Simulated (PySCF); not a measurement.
# CoCl₂: from structure and modes to constants

Computed with UB3LYP/[Co def2-TZVP, Cl def2-TZVP], no relativity, density fitting, PySCF.

The quartet minimum has D∞h symmetry. Masses (u): Co 58.93320, Cl 34.96885.

```xyz
3
charge 0 multiplicity 4, angstrom
Co    0.0000    0.0000    0.0000
Cl    0.0000    0.0000    2.1000
Cl    0.0000    0.0000   -2.1000
```

Harmonic wavenumbers (cm⁻¹): 75.6 (πu, ×2), 346.9 (σg+, ×1), 498.5 (σu+, ×1).

Problem. Give the standard entropy (298.15 K, 1 bar) by its translational, rotational, vibrational and spin parts, and Cp.

Solution. Sackur–Tetrode with M = 128.87 u gives 169.5; rotation with symmetry number 2 gives 71.1; vibration 41.2; spin R ln 4 = 11.5. The total is 293.2 J/(mol K), and Cp = 7/2 R + 28.3 = 57.4 J/(mol K).

Problem. Find the bond force constant k and the stretch–stretch coupling k′ of the valence force field.

Solution. For linear XMX, 4π²c²ω(σg)² = (k + k′)/mX and 4π²c²ω(σu)² = (k − k′)(1 + 2mX/mM)/mX. So k + k′ = 2.479 and k − k′ = 2.342 mdyn/Å, giving k = 2.410 and k′ = 0.068 mdyn/Å.

This need not be the most stable arrangement of these atoms. With open d or f shells other occupations or spin states may lie lower.
